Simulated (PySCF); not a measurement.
## Static response to an electric field

Compound: C2H4N2OSSi.
Atom-mapped SMILES: `[SiH3:1][O:2][c:3]1[cH:4][n:5][s:6][n:7]1` (hydrogens: H8, H9, H10 on Si1; H11 on C4)

Geometry (GFN2-xTB, Å), atoms numbered from 1 in this order:
```xyz
11
C2H4N2OSSi angstrom
Si    -1.9115   -0.5161   -0.6798
O     -0.8371    0.3780    0.2015
C      0.4667    0.2087    0.2306
C      1.3730    0.9893    0.9994
N      2.6159    0.6120    0.8465
S      2.6728   -0.6380   -0.1866
N      1.0767   -0.7263   -0.4694
H     -1.8455   -1.9131   -0.2621
H     -3.1126    0.1848   -0.2506
H     -1.6102   -0.3833   -2.1018
H      1.1172    1.8066    1.6464
```

Level: PBE0/def2-SVPD (PySCF), static field, nuclei fixed, core orbitals frozen in the response. The polarisability tensor in these axes (au):

```
x   104.28  -4.81   2.05
y    -4.81  71.94  11.21
z     2.05  11.21  67.33
```

Q: Give the principal values, the mean and the anisotropy Δα = √{½[(α1 − α2)² + (α2 − α3)² + (α1 − α3)²]}.

A: Principal values 57.72, 80.84 and 104.98 au; mean 81.18 au = 12.03 Å³ = 13.39 × 10⁻⁴⁰ C²·m²/J; Δα = 40.93 au (50 % of the mean).

Q: What is the dipole moment, and where does it point?

A: (-1.58, 0.01, -0.19) D, 1.59 D in size, pointing from the negative to the positive side. Measured along this direction, the outermost atoms are N5 and S6 at the negative end and H9 at the positive end.

Q: Find the Langevin capture rate constant for NO+ (29.998 u) meeting this molecule (131.981 u), k = 2.342 × 10⁻⁹ cm³/s × √(α in Å³ / reduced mass in u).

A: The reduced mass is 24.44 u, so k = 1.64 × 10⁻⁹ cm³/s. The formula leaves out the permanent dipole, which adds to the capture rate.

Q: Give the principal axes and the span of the nuclei along them.

A: Largest value along (0.99, -0.14, 0.01), where the nuclei span 5.84 Å; middle along (0.10, 0.76, 0.64), 4.35 Å; least along (-0.10, -0.64, 0.76), 2.40 Å. The response follows the extents in order.

Q: What molar refraction does this α imply?

A: Lorentz–Lorenz: R = (4π/3)N_A α = 2.5225 cm³/(mol·Å³) × 12.03 Å³ = 30.3 cm³/mol, in the limit of long wavelengths.

Isolated species at its GFN2-xTB geometry (one conformer only).
